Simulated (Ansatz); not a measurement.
```yaml
crystal:
  periodic: [false, false, false]
  atoms:
    - {symbol: C, position_ang: [-3.274489, 1.589123, -0.835888]}
    - {symbol: C, position_ang: [-3.298018, 0.055385, -0.777020]}
    - {symbol: Si, position_ang: [-2.776627, -0.679034, 0.898894]}
    - {symbol: C, position_ang: [-4.001562, -0.167613, 2.251136]}
    - {symbol: C, position_ang: [-1.020339, -0.125653, 1.358750]}
    - {symbol: Si, position_ang: [0.298627, -0.340840, 0.013612]}
    - {symbol: C, position_ang: [0.281441, -2.107764, -0.661989]}
    - {symbol: C, position_ang: [2.018211, 0.095547, 0.682959]}
    - {symbol: Si, position_ang: [3.472604, -0.105390, -0.517722]}
    - {symbol: C, position_ang: [5.078883, 0.497581, 0.284655]}
    - {symbol: C, position_ang: [3.147876, 0.847409, -2.121118]}
    - {symbol: H, position_ang: [-3.945601, 2.042030, -0.076269]}
    - {symbol: H, position_ang: [-3.598741, 1.972286, -1.825791]}
    - {symbol: H, position_ang: [-2.254764, 1.987155, -0.652528]}
    - {symbol: H, position_ang: [-4.315678, -0.329183, -1.010550]}
    - {symbol: H, position_ang: [-2.633051, -0.369944, -1.561182]}
    - {symbol: H, position_ang: [-2.791717, -2.185784, 0.780441]}
    - {symbol: H, position_ang: [-5.029927, -0.507409, 2.010412]}
    - {symbol: H, position_ang: [-4.025516, 0.935347, 2.370050]}
    - {symbol: H, position_ang: [-3.718689, -0.605870, 3.229924]}
    - {symbol: H, position_ang: [-1.048048, 0.947306, 1.652909]}
    - {symbol: H, position_ang: [-0.701202, -0.689279, 2.263659]}
    - {symbol: H, position_ang: [-0.024603, 0.611072, -1.115237]}
    - {symbol: H, position_ang: [-0.710670, -2.369239, -1.082541]}
    - {symbol: H, position_ang: [0.508683, -2.837710, 0.142194]}
    - {symbol: H, position_ang: [1.039376, -2.239711, -1.460617]}
    - {symbol: H, position_ang: [1.997598, 1.151360, 1.035362]}
    - {symbol: H, position_ang: [2.213858, -0.530976, 1.581933]}
    - {symbol: H, position_ang: [3.626278, -1.572748, -0.847985]}
    - {symbol: H, position_ang: [5.291739, -0.057665, 1.221085]}
    - {symbol: H, position_ang: [5.943592, 0.359614, -0.396746]}
    - {symbol: H, position_ang: [5.012653, 1.576544, 0.536813]}
    - {symbol: H, position_ang: [2.246227, 0.467193, -2.642831]}
    - {symbol: H, position_ang: [2.984112, 1.925123, -1.911906]}
    - {symbol: H, position_ang: [4.007495, 0.761745, -2.816868]}
basis:
  gaussian: {orbitals: def2-TZVP}
magnetization: {spin_polarized: true, initial_magnetization: 2}
hamiltonian: {xc: pbe0, dispersion: d4}
scf: {omitted_lower_state_checks: [starts]}
output: {orbitals: {seedname: orbitals}}
```

```sh
$ ansatz run in.yaml --threads 4 --pin off --events-out ev --progress --plain --max-ram 6963MiB
```

Question: Does this run fit into the memory that it is given?

Answer: No. It has 503 basis functions, and Ansatz plans for 8 GiB where 7 GiB are given.
